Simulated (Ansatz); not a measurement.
F₂GeHO, SMILES `[O][GeH]([F])[F]` radical at its PBE0-D4/def2-TZVP geometry, where that method's forces vanish. Total charge 0; spin multiplicity 2.

| atom | x (Å) | y (Å) | z (Å) |
| --- | --- | --- | --- |
| O1 | 0.462 | -0.935 | -1.405 |
| Ge2 | 0.057 | 0.048 | 0.018 |
| F3 | -0.325 | -0.992 | 1.324 |
| F4 | -1.403 | 0.891 | -0.284 |
| H5 | 1.209 | 0.987 | 0.346 |

Problem. For each bond, give half the difference of the two atoms' forces along it (eV/Å; positive pushes the atoms apart) under PBE-D4, r2SCAN-D4, B3LYP-D4, ωB97M-V in def2-TZVPP. (Estimate.)

Solution. Computed: 
| bond | length (Å) | PBE-D4 | r2SCAN-D4 | B3LYP-D4 | ωB97M-V |
| --- | --- | --- | --- | --- | --- |
| O1–Ge2 | 1.776 | 0.09 | -0.02 | 0.14 | 0.07 |
| Ge2–F3 | 1.713 | 0.56 | 0.06 | 0.26 | 0.09 |
| Ge2–F4 | 1.713 | 0.56 | 0.06 | 0.26 | 0.09 |
| Ge2–H5 | 1.521 | -0.03 | -0.05 | -0.15 | -0.20 |

B3LYP here is the variant with VWN-RPA as its local correlation; programs differ in this.
